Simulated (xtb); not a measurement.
xtb job for N-methylsilyl-N-silylmethanamine (C₂H₁₁NSi₂), SMILES C[SiH2]N([SiH3])C, GFN2-xTB. 

```
$ xtb mol.xyz --gfn 2 --sp --chrg 0 --uhf 0 --json
$ cat mol.xyz
16

Si    -1.86919447     0.60084829    -0.55029420
N     -0.37361426     0.16583408     0.21486891
C     -0.40320892     0.12025624     1.66470811
Si     0.94648812    -0.63466260    -0.58695376
C      2.58157498    -0.21786576     0.28155801
H     -2.89707451    -0.43273907    -0.35930929
H     -1.58072599     0.78166168    -1.96639183
H     -2.31721983     1.84198536     0.08999974
H      0.60074351     0.23047456     2.07016386
H     -0.81785324    -0.82431713     2.03040174
H     -1.02101460     0.92971119     2.05374702
H      0.77006761    -2.09876422    -0.58156664
H      0.94442218    -0.12560507    -1.95771665
H      2.68303259    -0.72998270     1.23410313
H      3.41963720    -0.52293900    -0.33728196
H      2.67897730     0.84873357     0.46364306
```

Log of the run:

```
[banner left out]
          |                Calculation Setup                |
           -------------------------------------------------



           -------------------------------------------------
          |                 G F N 2 - x T B                 |
           -------------------------------------------------

        Reference                      10.1021/acs.jctc.8b01176
      * Hamiltonian:
        H0-scaling (s, p, d)           1.850000    2.230000    2.230000
        zeta-weighting                 0.500000
      * Dispersion:
        s8                             2.700000
        a1                             0.520000
        a2                             5.000000
        s9                             5.000000
      * Repulsion:
        kExp                           1.500000    1.000000
        rExp                           1.000000
      * Coulomb:
        alpha                          2.000000
        third order                    shell-resolved
        anisotropic                    true
        a3                             3.000000
        a5                             4.000000
        cn-shift                       1.200000
        cn-exp                         4.000000
        max-rad                        5.000000


          ...................................................
          :                      SETUP                      :
          :.................................................:
          :  # basis functions                  43          :
          :  # atomic orbitals                  41          :
          :  # shells                           23          :
          :  # electrons                        32          :
          :  max. iterations                   250          :
          :  Hamiltonian                  GFN2-xTB          :
          :  restarted?                      false          :
          :  GBSA solvation                  false          :
          :  PC potential                    false          :
          :  electronic temp.          300.0000000     K    :
          :  accuracy                    1.0000000          :
          :  -> integral cutoff          0.2500000E+02      :
          :  -> integral neglect         0.1000000E-07      :
          :  -> SCF convergence          0.1000000E-05 Eh   :
          :  -> wf. convergence          0.1000000E-03 e    :
          :  Broyden damping             0.4000000          :
          :  net charge                          0          :
          :  unpaired electrons                  0          :
          ...................................................

 iter      E             dE          RMSdq      gap      omega  full diag
   1    -16.3812381 -0.163812E+02  0.580E+00    5.32       0.0  T
   2    -16.5041615 -0.122923E+00  0.315E+00    4.58       1.0  T
   3    -16.5062918 -0.213036E-02  0.234E+00    4.88       1.0  T
   4    -16.5086731 -0.238125E-02  0.907E-01    4.68       1.0  T
   5    -16.5090499 -0.376822E-03  0.492E-01    4.76       1.0  T
   6    -16.5095686 -0.518682E-03  0.160E-01    4.74       1.0  T
   7    -16.5095820 -0.134200E-04  0.473E-02    4.72       1.0  T
   8    -16.5095812  0.852403E-06  0.289E-02    4.73       1.0  T
   9    -16.5095836 -0.244778E-05  0.108E-02    4.72       2.3  T
  10    -16.5095840 -0.364195E-06  0.335E-03    4.72       7.5  T
  11    -16.5095840 -0.377917E-07  0.113E-03    4.72      22.1  T
  12    -16.5095840 -0.308951E-09  0.349E-04    4.72      71.6  T
  13    -16.5095840 -0.359531E-09  0.164E-04    4.72     152.0  T

   *** convergence criteria satisfied after 13 iterations ***

         #    Occupation            Energy/Eh            Energy/eV
      -------------------------------------------------------------
         1        2.0000           -0.7389365             -20.1075
       ...           ...                  ...                  ...
        10        2.0000           -0.4575476             -12.4505
        11        2.0000           -0.4264214             -11.6035
        12        2.0000           -0.4222059             -11.4888
        13        2.0000           -0.4186670             -11.3925
        14        2.0000           -0.4141119             -11.2686
        15        2.0000           -0.4006336             -10.9018
        16        2.0000           -0.3596440              -9.7864 (HOMO)
        17                         -0.1862321              -5.0676 (LUMO)
        18                         -0.1638755              -4.4593
        19                         -0.1625733              -4.4238
        20                         -0.1490346              -4.0554
        21                         -0.1441922              -3.9237
       ...                                ...                  ...
        41                          0.8124093              22.1068
      -------------------------------------------------------------
                  HL-Gap            0.1734119 Eh            4.7188 eV
             Fermi-level           -0.2729381 Eh           -7.4270 eV

 SCC (total)                   0 d,  0 h,  0 min,  0.023 sec
 SCC setup                      ...        0 min,  0.000 sec (  1.224%)
 Dispersion                     ...        0 min,  0.000 sec (  0.871%)
 classical contributions        ...        0 min,  0.000 sec (  0.249%)
 integral evaluation            ...        0 min,  0.003 sec ( 14.505%)
 iterations                     ...        0 min,  0.013 sec ( 56.021%)
 molecular gradient             ...        0 min,  0.006 sec ( 25.427%)
 printout                       ...        0 min,  0.000 sec (  1.529%)

         :::::::::::::::::::::::::::::::::::::::::::::::::::::
         ::                     SUMMARY                     ::
         :::::::::::::::::::::::::::::::::::::::::::::::::::::
         :: total energy             -16.309576669560 Eh    ::
         :: gradient norm              0.000155194146 Eh/a0 ::
         :: HOMO-LUMO gap              4.718778032349 eV    ::
         ::.................................................::
         :: SCC energy               -16.509553401747 Eh    ::
         :: -> isotropic ES            0.037704617087 Eh    ::
         :: -> anisotropic ES          0.008367152357 Eh    ::
         :: -> anisotropic XC          0.006796965529 Eh    ::
         :: -> dispersion             -0.011447911656 Eh    ::
         :: repulsion energy           0.199976732187 Eh    ::
         :: add. restraining           0.000000000000 Eh    ::
         :: total charge               0.000000000000 e     ::
         :::::::::::::::::::::::::::::::::::::::::::::::::::::

           -------------------------------------------------
          |                Property Printout                |
           -------------------------------------------------

    * Orbital Energies and Occupations

         #    Occupation            Energy/Eh            Energy/eV
      -------------------------------------------------------------
         1        2.0000           -0.7389365             -20.1075
       ...           ...                  ...                  ...
         4        2.0000           -0.5630164             -15.3205
         5        2.0000           -0.5375061             -14.6263
         6        2.0000           -0.4938876             -13.4394
         7        2.0000           -0.4910832             -13.3631
         8        2.0000           -0.4662374             -12.6870
         9        2.0000           -0.4631229             -12.6022
        10        2.0000           -0.4575476             -12.4505
        11        2.0000           -0.4264214             -11.6035
        12        2.0000           -0.4222059             -11.4888
        13        2.0000           -0.4186670             -11.3925
        14        2.0000           -0.4141119             -11.2686
        15        2.0000           -0.4006336             -10.9018
        16        2.0000           -0.3596440              -9.7864 (HOMO)
        17                         -0.1862321              -5.0676 (LUMO)
        18                         -0.1638755              -4.4593
        19                         -0.1625733              -4.4238
        20                         -0.1490346              -4.0554
        21                         -0.1441922              -3.9237
        22                         -0.1347865              -3.6677
        23                         -0.0614693              -1.6727
        24                         -0.0522561              -1.4220
        25                         -0.0187232              -0.5095
        26                          0.0038760               0.1055
        27                          0.1191188               3.2414
       ...                                ...                  ...
        41                          0.8124093              22.1068
      -------------------------------------------------------------
                  HL-Gap            0.1734119 Eh            4.7188 eV
             Fermi-level           -0.2729381 Eh           -7.4270 eV

     #   Z          covCN         q      C6AA      α(0)
     1  14 Si       3.769     0.488    97.207    18.867
     2   7 N        2.547    -0.384    29.948     8.127
     3   6 C        3.809    -0.017    20.869     6.503
     4  14 Si       3.706     0.498    97.195    18.880
     5   6 C        3.650    -0.199    24.804     7.154
     6   1 H        0.916    -0.104     5.706     3.736
     7   1 H        0.920    -0.112     6.014     3.835
     8   1 H        0.917    -0.101     5.598     3.700
     9   1 H        0.925     0.028     2.619     2.531
    10   1 H        0.924     0.011     2.871     2.650
    11   1 H        0.925     0.022     2.708     2.574
    12   1 H        0.915    -0.097     5.472     3.659
    13   1 H        0.919    -0.105     5.746     3.749
    14   1 H        0.925     0.023     2.691     2.565
    15   1 H        0.925     0.019     2.746     2.591
    16   1 H        0.925     0.031     2.574     2.509

 Mol. C6AA /au·bohr⁶  :       3148.934086
 Mol. C8AA /au·bohr⁸  :     100420.560159
 Mol. α(0) /au        :         93.630992


Wiberg/Mayer (AO) data.
largest (>0.10) Wiberg bond orders for each atom

 ---------------------------------------------------------------------------
     #   Z sym  total        # sym  WBO       # sym  WBO       # sym  WBO
 ---------------------------------------------------------------------------
     1  14 Si   3.708 --     2 N    1.042     7 H    0.893     8 H    0.889
                             6 H    0.888
     2   7 N    3.316 --     3 C    1.046     1 Si   1.042     4 Si   1.033
     3   6 C    3.986 --     2 N    1.046    11 H    0.989     9 H    0.987
                            10 H    0.986
     4  14 Si   3.707 --     2 N    1.033     5 C    0.899    13 H    0.884
                            12 H    0.880
     5   6 C    3.978 --    15 H    0.996    14 H    0.991    16 H    0.988
                             4 Si   0.899
     6   1 H    0.989 --     1 Si   0.888
     7   1 H    0.987 --     1 Si   0.893
     8   1 H    0.990 --     1 Si   0.889
     9   1 H    0.999 --     3 C    0.987
    10   1 H    1.000 --     3 C    0.986
    11   1 H    1.000 --     3 C    0.989
    12   1 H    0.991 --     4 Si   0.880
    13   1 H    0.989 --     4 Si   0.884
    14   1 H    0.999 --     5 C    0.991
    15   1 H    0.999 --     5 C    0.996
    16   1 H    0.999 --     5 C    0.988
 ---------------------------------------------------------------------------

Topologies differ in total number of bonds
Writing topology from bond orders to xtbtopo.mol

molecular dipole:
                 x           y           z       tot (Debye)
 q only:       -0.137      -0.075      -0.105
Note: The following floating-point exceptions are signalling: IEEE_UNDERFLOW_FLAG IEEE_DENORMAL
normal termination of xtb
   full:        0.094      -0.090       0.302       0.836
molecular quadrupole (traceless):
                xx          xy          yy          xz          yz          zz
 q only:       -0.140      -0.641      -0.175      -0.072       0.242       0.315
  q+dip:       -0.769       0.993       0.899      -0.472      -0.133      -0.129
   full:        0.383      -0.010      -1.095      -0.020      -0.152       0.712


           -------------------------------------------------
          | TOTAL ENERGY              -16.309576669560 Eh   |
          | GRADIENT NORM               0.000155194146 Eh/α |
          | HOMO-LUMO GAP               4.718778032349 eV   |
           -------------------------------------------------

------------------------------------------------------------------------
------------------------------------------------------------------------
 total:
 SCF:
```

The calculation finished and met its thresholds.

Cost: roughly 0.11 core-seconds.
